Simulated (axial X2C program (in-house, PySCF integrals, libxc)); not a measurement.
**What spin–orbit coupling does to HI⁺**

Computed with an axial X2C code built on PySCF integrals. Spin-free means the one-electron spin-free X2C Hamiltonian; two-component (2c) means X2C with spin–orbit coupling and atomic mean-field two-electron Coulomb and Gaunt terms, so the difference of the two also holds small scalar two-electron terms. Basis: I dyall-cv3z [11s12p8d4f1g], H dyall-v3z [6s2p1d] (cores contracted in-house); Gaussian nuclei, density fitting, unrestricted open shells. Masses: I 126.904 u, H 1.008 u.

Spin-free state: M_S = 1/2, Λ = 1 (beyond evenly filled blocks: π+α, π+β, π-α); fragments I+ + H.

```tsv
level	Re (Å)	ωe (cm⁻¹)	De (eV)	μ (D)
PBE0	1.635	2220.9	3.303	1.14
HF	1.617	2345.3	2.102	1.17
MP2	1.624	2288.9	3.090	n/a
CCSD	1.631	2232.8	3.199	n/a
CCSD(T)	1.634	2215.3	3.244	n/a
PBEsol	1.650	2134.4	3.601	1.17
```

Correlated methods: 7 electrons correlated (number of frozen shells: I 4 s, 3 p, 2 d; H none), 179 virtual spin orbitals or spinors in MP2, 78 natural virtuals in coupled cluster.

Dipoles are positive if H is the positive end and refer to the centre of mass.

(1) Within this multiplet, which Ω should lie lowest by the rule for regular and inverted multiplets?

Two-component determinant lowest at the distance of the search:

Ω = 3/2 (⟨Sz⟩ = 0.50, ⟨Lz⟩ = 1.00 at HF); fragments I+ + H.

```
  level  Re (Å)  ωe (cm⁻¹)  De (eV)  μ (D)
   PBE0   1.638     2202.3    3.233   1.10
     HF   1.620     2330.5      n/a   1.13
    MP2   1.627     2273.6    2.980    n/a
   CCSD   1.634     2216.1    3.080    n/a
CCSD(T)   1.637     2198.8    3.121    n/a
 PBEsol   1.654     2114.1    3.518   1.14
```

(2) From the two tables, how do the constants change at the CCSD(T) level (2c against spin-free)?

One determinant describes the state; a PBE0 search over occupations chose it and may have missed a lower one. Dissociation energies refer to the lowest single-determinant-based atoms at the same level and basis. De is not given where an atomic determinant may have missed its ground term or J level, or where the truncated virtual space spoils (T). Density functionals use the spin component along the axis (collinear). Coupled cluster ran in a truncated set of natural virtual spinors; the MP2 energy of the rest was added. (T) has no such correction and the atoms are truncated less, which lowers De at CCSD(T) by a hundredth of an eV or more. The functionals have no current-density term, which raises determinants with orbital currents, atoms included.

## Answers

(1) The open π shell holds three electrons, one hole, so the multiplet is inverted: Ω = Λ + 1/2 = 3/2. The PBE0 2c search agrees.

(2) At the CCSD(T) level Re goes up by 0.003 Å and ωe decreases by 16.5 cm⁻¹; De changes by -0.123 eV.
